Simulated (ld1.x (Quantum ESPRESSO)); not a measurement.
Transferability test, ultrasoft potential for Si (Z = 14)

* Element: silicon (Si)
* Generator: ld1.x (Quantum ESPRESSO) 7.5
* Type: ultrasoft
* Functional: LDA (PZ)
* Relativity: scalar-relativistic
* Frozen core: [Ne]
* Valence charge: 4
* Reference configuration: 3s2 3p2
* Partial waves: 3s (bound): rcut 1.25, rcutus 1.70 bohr; 3s channel at 0.2 Ry: rcut 1.25, rcutus 1.70 bohr; 3p (bound): rcut 1.90, rcutus 2.50 bohr; 3p channel at 0.1 Ry: rcut 1.90, rcutus 2.50 bohr; 3d channel at 0.15 Ry: rcut 2.40, rcutus 2.65 bohr; 3d channel at 1 Ry: rcut 2.40, rcutus 2.65 bohr
* Local potential: all-electron potential smoothed inside 1.80 bohr (lloc = -1)
* Core correction: none
* Augmentation charge: PSQ, inside the norm-conserving radii

Energies are relative to the spin-unpolarised reference configuration 3s2 3p2; without spin polarisation the order of configurations can differ from experiment. Spin-polarised rows fill each open shell by Hund’s rule, majority spin first. The frozen-core shift is the all-electron ΔE with the core orbitals held at their reference shape minus the fully relaxed ΔE.

Problem. Give the all-electron excitation energy and the error of the potential for: 3s2 3p1; 3s2 3p0; 3s1 3p0; 3s2 3p1.5; 3s0 3p4; 3s2 3p2.3; 3s1 3p3; 3s2 3p2 (spin-polarised); 3s2 3p1 (spin-polarised).

Solution.

| valence configuration | charge | ΔE all-electron (eV) | error AE − PS (meV) | frozen-core shift (meV) |
| --- | --- | --- | --- | --- |
| 3s2 3p1 | +1 | 7.829 | +3.9 | +1.4 |
| 3s2 3p0 | +2 | 23.943 | +45 | +14 |
| 3s1 3p0 | +3 | 58.088 | +207 | +76 |
| 3s2 3p1.5 | +0.5 | 2.965 | +0.4 | +0.2 |
| 3s0 3p4 | 0 | 13.779 | +93 | +3.3 |
| 3s2 3p2.3 | -0.3 | -0.957 | +0.1 | 0.0 |
| 3s1 3p3 | 0 | 6.807 | +15 | +0.8 |
| 3s2 3p2 (spin-polarised) | 0 | -0.611 | +45 | +0.6 |
| 3s2 3p1 (spin-polarised) | +1 | 7.624 | +23 | +1.6 |
